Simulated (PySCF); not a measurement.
## Stretching CaSn

Set-up: basis Ca x2c-SVPall, Sn x2c-SVPall; spin-free X2C with a Gaussian nucleus; PySCF 2.14. Energies in eV from Ca + Sn in their ground configurations at the same level. State: Ms = 1 determinant of mixed spin (⟨S²⟩ near 2.4), unpaired electrons π ↑↑.

All columns are PBE0. A positive dipole means Ca(−)Sn(+).

| R (Å) | E (eV) | μ (D) | Mulliken charge on Ca (basis-dependent) | HOMO (eV) | LUMO (eV) | Mayer bond order | ⟨S²⟩ |
| --- | --- | --- | --- | --- | --- | --- | --- |
| 2.589 | -0.836 | -3.86 | 0.24 | -4.34 | -1.98 | 1.57 | 2.33 |
| 2.709 | -1.132 | -4.09 | 0.23 | -4.43 | -2.04 | 1.53 | 2.35 |
| 2.829 | -1.292 | -4.28 | 0.22 | -4.51 | -2.11 | 1.47 | 2.36 |
| 2.920 | -1.346 | -4.41 | 0.22 | -4.57 | -2.16 | 1.42 | 2.37 |
| 3.010 | -1.361 | -4.53 | 0.23 | -4.53 | -2.22 | 1.37 | 2.38 |
| 3.100 | -1.344 | -4.64 | 0.23 | -4.46 | -2.27 | 1.31 | 2.39 |
| 3.221 | -1.289 | -4.79 | 0.24 | -4.39 | -2.34 | 1.23 | 2.39 |
| 3.371 | -1.185 | -4.96 | 0.25 | -4.32 | -2.42 | 1.13 | 2.39 |
| 3.552 | -1.035 | -5.12 | 0.25 | -4.25 | -2.51 | 1.01 | 2.37 |

A fit through these points gives, at Re = 3.002 Å, μ = -4.52 D and dμ/dR = -1.29 D/Å; the reduced mass is 29.97 u.

How strong is the fundamental in the double-harmonic approximation, I = 42.26·(dμ/dR)²/μred km/mol?

I = 42.26·(-1.29)²/29.97 = 2.35 km/mol at PBE0.

Spin–orbit coupling is left out, which matters for elements this heavy, above all for dissociation energies. The state is the lowest determinant that a PBE0 search found; another state may lie lower at other levels.
